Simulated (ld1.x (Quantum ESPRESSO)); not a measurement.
# Reading a pseudo-wave (oxygen (O))

Columns: radius, all-electron u(r) and pseudo u(r) of the 2p shell (level -9.20 eV) of oxygen in the configuration [He] 2s2 2p4; LDA (PZ), scalar-relativistic, TM scheme, ld1.x (Quantum ESPRESSO) 7.5.

| r (bohr) | all-electron | pseudo |
| --- | --- | --- |
| 0.103 | 0.1089 | 0.0318 |
| 0.205 | 0.3018 | 0.1215 |
| 0.308 | 0.4879 | 0.2575 |
| 0.410 | 0.6339 | 0.4179 |
| 0.513 | 0.7381 | 0.5826 |
| 0.615 | 0.8024 | 0.7269 |
| 0.718 | 0.8356 | 0.8369 |
| 0.820 | 0.8441 | 0.9022 |
| 0.923 | 0.8349 | 0.9244 |
| 1.025 | 0.8134 | 0.9100 |
| 1.128 | 0.7833 | 0.8697 |
| 1.230 | 0.7482 | 0.8155 |
| 1.332 | 0.7102 | 0.7562 |
| 1.435 | 0.6703 | 0.6977 |
| 1.538 | 0.6301 | 0.6439 |
| 1.640 | 0.5908 | 0.5965 |
| 1.743 | 0.5522 | 0.5539 |
| 1.845 | 0.5154 | 0.5157 |
| 1.948 | 0.4799 | 0.4799 |
| 2.050 | 0.4464 | 0.4464 |
| 2.153 | 0.4144 | 0.4144 |
| 2.255 | 0.3846 | 0.3846 |
| 2.358 | 0.3563 | 0.3563 |
| 2.460 | 0.3301 | 0.3301 |
| 2.562 | 0.3056 | 0.3056 |
| 2.665 | 0.2825 | 0.2825 |

(1) How many radial nodes do the two functions have?

(2) At about which radius was the pseudo-wave matched?

(3) Where does each function peak?

(4) Is the pseudo-wave norm-conserving?

## Answers

(1) The all-electron 2p function has n − l − 1 = 0; the pseudo-wave has 0.

(2) 2.05 bohr. The columns agree to 0.0005 from 1.84 bohr on; several derivatives are matched, so the curves merge somewhat inside the radius.

(3) Outermost all-electron maximum near 0.82 bohr, pseudo maximum near 0.92 bohr (to the table’s step).

(4) Yes: the TM scheme keeps the norm inside the radius equal to the all-electron one, which fixes the energy derivative of the logarithmic derivative at the level.
